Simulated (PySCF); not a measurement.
## MN for M along the chalcogens

CCSD(T) with double-zeta basis sets in PySCF, for the lowest determinant that a PBE0 search found; no spin–orbit coupling. De refers to high-spin ground-configuration atoms.

```csv
M,basis,"reference, frozen orbitals",state (unpaired electrons),Re (Å),ωe (cm⁻¹),De (eV)
O,"6-31G(d,p)","ROHF, 2",doublet (π ↑),1.173,1896,5.67
S,x2c-SVPall,"ROHF, 6",doublet (π ↑),1.521,1202,3.93
Se,cc-pVDZ-PP/cc-pVDZ,"UHF, 5",doublet (π ↑),1.685,901,2.83
```

The shortest bond is that of NO (1.173 Å), the longest that of SeN (1.685 Å). NO is bound most strongly (5.67 eV) and SeN least (2.83 eV).

The rows differ in basis set, which adds steps of its own.

Down a group the atoms grow and get heavier, so bonds lengthen and wavenumbers fall; this series shows no clear exception.

Correlated steps freeze the inner cores (2 to 6 orbitals); shallow outer-core shells are correlated. UHF and ROHF references stand side by side, which adds small steps between rows. Correlated levels converge slowly with the basis: in double zeta they bind strong bonds too weakly, by up to about 1 eV, and carry superposition errors of some tenths. Spin–orbit coupling is left out. States were picked by a PBE0 search and need not be the measured ground states.
